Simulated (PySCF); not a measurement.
A side-by-side comparison of computed properties.

First species: N-methyldiacetamide, C5H9NO2.
Structure used (PBE0-D3(BJ)/def2-SVP), in Å, numbered top down from 1:
```xyz
17
C5H9NO2 angstrom
C      2.163    0.511   -0.283
C      0.664    0.667   -0.381
O      0.176    1.562   -1.031
N     -0.095   -0.274    0.321
C      0.571   -1.301    1.106
C     -1.513   -0.307    0.331
C     -2.283    0.707   -0.462
O     -2.079   -1.157    0.979
H      2.513    0.637    0.753
H      2.613    1.285   -0.913
H      2.498   -0.480   -0.624
H      1.174   -1.967    0.472
H     -0.212   -1.892    1.594
H      1.218   -0.860    1.877
H     -2.008    0.686   -1.524
H     -2.067    1.727   -0.120
H     -3.345    0.469   -0.326
```

Second species: C-cyanomethanimine, C₂H₂N₂.
Cartesian coordinates in Å at the PBE0-D3(BJ)/def2-SVP level; atoms count from 1:
```xyz
6
C2H2N2 angstrom
H      0.4739    1.7123    1.0732
N     -0.2568    1.0462    0.8045
C      0.2504    0.0933    0.1406
C     -0.5805   -0.9816   -0.3555
N     -1.2068   -1.8613   -0.7732
H      1.3198   -0.0088   -0.1167
```

Levels: CAM-B3LYP/def2-SVPD for dipole moment, HOMO energy, LUMO energy, HOMO–LUMO gap, static isotropic polarisability and electronic spatial extent ⟨r²⟩ about the centre of nuclear charge; TDDFT CAM-B3LYP/def2-SVPD for lowest singlet excitation; PBE0-D3(BJ)/def2-SVP for rotational constant A and rotational constant C. Geometries: PBE0-D3(BJ)/def2-SVP. Each species is one conformer at its optimised geometry, gas phase, non-relativistic unless stated. Electronic properties by PySCF.

Dipoles, sizes and rotational constants follow the conformer. The torsions of the flexible species, by atom-mapped SMILES:
- `[CH3:1][C:2](=[O:3])[N:4]([CH3:5])[C:6]([CH3:7])=[O:8]`: C1–C2–N4–C5 1°, C2–N4–C6–C7 1°

Values for the first species:

- Dipole moment: 3.06 D
- HOMO energy: -9.29 eV
- LUMO energy: 0.34 eV
- HOMO–LUMO gap: 9.63 eV
- Lowest singlet excitation: 5.15 eV
- Static isotropic polarisability: 74.7 au
- Electronic spatial extent ⟨r²⟩ about the centre of nuclear charge: 1007 bohr²
- Rotational constant A: 3.185 GHz
- Rotational constant C: 1.179 GHz

(1) Estimate the same properties for the second species, and the change in each.

## Answers

(1) 
| property | first | second | second less first |
| --- | --- | --- | --- |
| dipole moment | 3.06 D | 4.28 D | +1.22 D |
| HOMO energy | -9.29 eV | -10.58 eV | -1.29 eV |
| LUMO energy | 0.34 eV | -1.24 eV | -1.58 eV |
| HOMO–LUMO gap | 9.63 eV | 9.34 eV | -0.29 eV |
| lowest singlet excitation | 5.15 eV | 4.76 eV | -0.39 eV |
| static isotropic polarisability | 74.7 au | 36.1 au | -38.6 au |
| electronic spatial extent ⟨r²⟩ about the centre of nuclear charge | 1007 bohr² | 266 bohr² | -741 bohr² |
| rotational constant A | 3.185 GHz | 63.229 GHz | +60.044 GHz |
| rotational constant C | 1.179 GHz | 4.606 GHz | +3.427 GHz |

On the first: The dipole equals about 10.2 × 10⁻³⁰ C·m (1 D = 3.33564 × 10⁻³⁰ C·m). S1 lies 4.48 eV below the HOMO–LUMO gap; its leading configuration is HOMO→LUMO, weight 0.82.

On the second: The dipole equals about 14.3 × 10⁻³⁰ C·m (1 D = 3.33564 × 10⁻³⁰ C·m). A dipole of 4.28 D is allowed in Cs, and pure rotational transitions are dipole-allowed.
